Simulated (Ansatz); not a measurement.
Reactions of CH₉AlBNSi, SMILES `BC[SiH2][NH][AlH2]`.

Calculated with Ansatz (gas phase, PBE0-D4/def2-TZVP geometries, no zero-point term in ΔE). CBS: MP2 limit from def2 TZ/QZ plus the TZ coupled-cluster correction, frozen cores. This one scheme is used for every species. DFT in def2-TZVPP. Each species was taken in one conformer, which may not be the lowest.

| reaction | CCSD(T)/CBS(def2) (eV) |
| --- | --- |
| `BC[SiH2][NH][AlH2]` + `[SiH3]S` → `BC[SiH2]S[SiH3]` + `[NH2][AlH2]` | -0.11 |
| `BC[SiH2][NH][AlH2]` + HCl → `BC[SiH2]Cl` + `[NH2][AlH2]` | -0.42 |
| `BC[SiH2][NH][AlH2]` + H₂S → `BC[SiH2]S` + `[NH2][AlH2]` | ? |
| `BC[SiH2][NH][AlH2]` + `C[SiH](O)[SiH3]` → `BC[SiH2]O` + `C[SiH]([SiH3])[NH][AlH2]` | -0.02 |

(1) Fill in the missing values. (An estimate is asked.)

Largest T1 diagnostic: 0.012, for `C[SiH]([SiH3])[NH][AlH2]`.

Results:

(1) Ansatz gave: `BC[SiH2][NH][AlH2]` + H₂S → `BC[SiH2]S` + `[NH2][AlH2]`: -0.01 eV.
